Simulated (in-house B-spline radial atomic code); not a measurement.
## Excitations of Kr34+ by several methods

Full response, energies in eV; labels give the largest channel, * marks a mixed state, a dash one above the method's threshold, and an imaginary frequency an unstable closed-shell reference. Computed with an all-electron radial atomic-structure program (B-spline basis): linear response of the closed shell 1s2 with each method's own kernel (bare exchange for TDHF, static screening on G0W0 levels for BSE, the adiabatic kernel for functionals); non-relativistic, point nucleus, no spin-orbit coupling, no double excitations, S, P, D and F terms only.

Without relativity these are model numbers for so heavy an element.

| method | 1s → 2s 3S | 1s → 2p 3P | 1s → 2s 1S | α (bohr³) |
| --- | --- | --- | --- | --- |
| TDHF | 12799.29 | 12835.80 | 12841.24 | 5.578e-06 |
| PBE | 12717.24 | 12761.41 | 12758.02 | 5.609e-06 |
| B97-1 | ? | ? | ? | ? |
| BHandHLYP | 12653.40 | 12729.71 | 12763.18 | 5.592e-06 |
| PBEsol | ? | ? | ? | ? |
| HSE06 | 12738.27 | 12780.40 | 12779.31 | 5.601e-06 |

(1) What does B97-1 give?

(2) What does PBEsol give?

Results:

(1) 1s → 2s 3S: 12733.08; 1s → 2p 3P: 12777.65; 1s → 2s 1S: 12775.05; α: 5.601e-06 (eV, bohr³).

(2) 1s → 2s 3S: 12709.28; 1s → 2p 3P: 12753.95; 1s → 2s 1S: 12749.95; α: 5.615e-06 (eV, bohr³).
